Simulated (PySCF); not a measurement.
## How methods differ on the excitation energy of Si

Si [Ne] 3s2 3p2 (3P) → Si [Ne] 3s1 3p2 3d1 (high-spin determinant), as a difference of total energies. Computed with PySCF 2.14 in x2c-TZVPPall with one added diffuse shell each of s, p, d type (6s6p4d1f, 51 functions), with scalar relativity by spin-free X2C-1e. Correlated levels: valence and next inner shell: 1s2 frozen. The calculations carry no spin-orbit coupling.

| method | excitation energy (cm⁻¹) |
| --- | --- |
| UHF | 82561 |
| MP2 (valence and next inner shell) | 92518 |
| SCS-MP2 (valence and next inner shell) | 95249 |
| CCSD (valence and next inner shell) | 92877 |
| CCSD(T) (valence and next inner shell) | 92676 |

The upper state lies above the first ionisation limit, but in LS coupling its spin forbids autoionisation to the ground ion.

The promoted electron is Rydberg-like, and one or two diffuse shells describe it only roughly, which tends to raise the upper state.

The coupled-cluster amplitudes are large for the upper state (T1 above 0.03 or a double amplitude above 0.15), so a single reference is strained.

The determinant of the upper state mixes LS terms, which raises its energy above the lowest term, most at the Hartree-Fock and MP2 levels.
